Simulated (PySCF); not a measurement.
B(AsH2)(Me)2 (C2H8AsB), SMILES CB(C)[AsH2]. The structure is a stationary point at PBE-D3(BJ)/def2-SVP. This is a generated structure with no PubChem entry under its InChIKey; it may be hypothetical.

Problem. Give the equilibrium geometry at PBE-D3(BJ)/def2-SVP (PySCF confirms it by a frequency run) as Cartesian coordinates in Å. (An estimate is asked for; the answer gives what the named calculation found.)

Solution. 
```xyz
12

B      0.7242     0.6121    -0.2286
As    -0.7843    -0.6682     0.2725
H     -0.2921    -1.8657    -0.5505
H     -1.7951    -0.1911    -0.7788
C      0.3800     2.0968    -0.6176
H      1.1551     2.8291    -0.3071
H     -0.6196     2.4568    -0.3034
H      0.3768     2.1138    -1.7342
C      2.2184     0.1436    -0.0780
H      2.8805     0.6222    -0.8312
H      2.3936    -0.9496    -0.0780
H      2.5722     0.5330     0.9066
```
Charge 0, spin multiplicity 1.
